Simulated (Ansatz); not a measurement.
Start from `F[SiH2]N([SiH3])[SiH3]` and change one atom or group to get `[SiH3][N]([SiH3])[Cu]`.

Ansatz, PBE0-D4/def2-TZVP geometries, multiplicity 1. Each molecule was computed in one conformer, which needn't be the lowest.

Scalar relativity is left out up to krypton.

```
                                        property  `F[SiH2]N([SiH3])[SiH3]`
  zero-point energy (PBE0-D4/def2-TZVP) / kJ/mol                     204.0
  size of the dipole moment (PBE/def2-TZVPP) / D                      1.23
           HOMO–LUMO gap (B3LYP/def2-TZVPP) / eV                      7.42
             LUMO energy (B3LYP/def2-TZVPP) / eV                     -0.48
         HOMO–LUMO gap (ωB97M-V/def2-TZVPP) / eV                     11.80
size of the dipole moment (B3LYP/def2-TZVPP) / D                      1.32
```

(1) What does the change do to each property? (Best estimate.)

## Answers

(1) The calculation gave: 
```
                                        property  `[SiH3][N]([SiH3])[Cu]`  shift
  zero-point energy (PBE0-D4/def2-TZVP) / kJ/mol                    145.9  -58.1
  size of the dipole moment (PBE/def2-TZVPP) / D                     3.93   2.70
           HOMO–LUMO gap (B3LYP/def2-TZVPP) / eV                     3.19  -4.23
             LUMO energy (B3LYP/def2-TZVPP) / eV                    -3.23  -2.75
         HOMO–LUMO gap (ωB97M-V/def2-TZVPP) / eV                     7.55  -4.25
size of the dipole moment (B3LYP/def2-TZVPP) / D                     4.41   3.09
```

With PBE0 the HOMO rises by 1.55 eV and the LUMO falls by 2.51 eV, so the gap narrows by about 4.06 eV. PBE moves the HOMO by 1.45 eV and ωB97M-V by 1.56 eV. The zero-point energy changes by -58.1 kJ/mol with -9 modes. Dipoles are sizes alone; their direction can turn.

B3LYP here is the variant with VWN-RPA as its local correlation; programs differ in this.
